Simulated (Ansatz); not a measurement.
C4H12Ge (`[CH3][Ge]([CH3])([CH3])[CH3]`) at its PBE0-D4/def2-TZVP geometry, where that method's forces vanish. The species carries charge 0 and has multiplicity 1.

| atom | x (Å) | y (Å) | z (Å) |
| --- | --- | --- | --- |
| C1 | 1.667 | -1.027 | 0.056 |
| Ge2 | 0.000 | 0.000 | 0.000 |
| C3 | -1.256 | -0.861 | -1.231 |
| C4 | 0.375 | 1.821 | -0.617 |
| C5 | -0.785 | 0.067 | 1.793 |
| H6 | 1.481 | -2.046 | 0.400 |
| H7 | 2.121 | -1.078 | -0.936 |
| H8 | 2.384 | -0.561 | 0.736 |
| H9 | -2.195 | -0.305 | -1.276 |
| H10 | -1.478 | -1.880 | -0.906 |
| H11 | -0.838 | -0.908 | -2.239 |
| H12 | -0.544 | 2.410 | -0.659 |
| H13 | 0.817 | 1.806 | -1.616 |
| H14 | 1.072 | 2.321 | 0.058 |
| H15 | -0.100 | 0.545 | 2.496 |
| H16 | -1.718 | 0.636 | 1.784 |
| H17 | -1.002 | -0.939 | 2.157 |

Task: For each bond, give half the difference of the two atoms' forces along it (eV/Å; positive pushes the atoms apart) under PBE-D4, r2SCAN-D4, B3LYP-D4, ωB97M-V in def2-TZVPP. (Estimate.)

Result: Computed: 
```tsv
bond	length (Å)	PBE-D4	r2SCAN-D4	B3LYP-D4	ωB97M-V
C1–Ge2	1.959	0.01	0.01	0.11	0.01
C1–H6	1.092	0.10	-0.01	-0.07	-0.04
C1–H7	1.092	0.10	-0.01	-0.07	-0.04
C1–H8	1.092	0.10	-0.01	-0.07	-0.04
Ge2–C3	1.959	0.01	0.01	0.11	0.01
Ge2–C4	1.959	0.01	0.01	0.11	0.01
Ge2–C5	1.959	0.01	0.01	0.11	0.01
C3–H9	1.092	0.10	-0.01	-0.07	-0.04
C3–H11	1.092	0.10	-0.01	-0.07	-0.04
C4–H12	1.092	0.10	-0.01	-0.07	-0.04
C4–H13	1.092	0.10	-0.01	-0.07	-0.04
C4–H14	1.092	0.10	-0.01	-0.07	-0.04
C5–H16	1.092	0.10	-0.01	-0.07	-0.04
C5–H17	1.092	0.10	-0.01	-0.07	-0.04
```

B3LYP here is the variant with VWN-RPA as its local correlation; programs differ in this.
